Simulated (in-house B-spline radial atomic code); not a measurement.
A fraction x of an electron is removed from 3d in Sr2+, starting from [Ar] 3d10 4s2 4p6 and keeping the highest spin. Level of theory: scalar-relativistic (X2C) B3LYP, spin-polarised, spherical fractional occupations, Fermi nucleus of rms radius 4.224 fm; calculated with a radial B-spline atomic code at the basis-set limit.

Caution: exact exchange at fractional occupations of open shells leaves self-interaction of up to several eV.

```json
{"x": "0", "E(x) - E(0) (eV)": "0.0000", "3d down level (eV)": "-147.070"}
{"x": "0.12", "E(x) - E(0) (eV)": "17.8525", "3d down level (eV)": "-150.476"}
{"x": "0.2", "E(x) - E(0) (eV)": "?", "3d down level (eV)": "?"}
{"x": "0.36", "E(x) - E(0) (eV)": "54.7933", "3d down level (eV)": "-157.386"}
{"x": "0.38", "E(x) - E(0) (eV)": "57.9468", "3d down level (eV)": "-157.967"}
{"x": "0.5", "E(x) - E(0) (eV)": "77.1131", "3d down level (eV)": "-161.475"}
{"x": "0.62", "E(x) - E(0) (eV)": "96.7021", "3d down level (eV)": "-165.014"}
{"x": "0.74", "E(x) - E(0) (eV)": "116.7177", "3d down level (eV)": "-168.584"}
{"x": "0.82", "E(x) - E(0) (eV)": "?", "3d down level (eV)": "?"}
{"x": "0.96", "E(x) - E(0) (eV)": "154.5330", "3d down level (eV)": "-175.208"}
{"x": "1", "E(x) - E(0) (eV)": "161.5656", "3d down level (eV)": "-176.423"}
```

**Question.** What belongs in the row x = 0.2?

**Answer.** An energy change of 29.9820 eV; 3d down at -152.765 eV.

**Question.** What belongs in the row x = 0.82?

**Answer.** An energy change of 130.3003 eV; 3d down at -170.981 eV.

**Question.** Check Janak's theorem between x = 0.36 and 0.38.

**Answer.** The slope of the energy is 157.67 eV; the orbital levels give 157.68 eV (-ε of the emptying orbital, averaged over the two points).
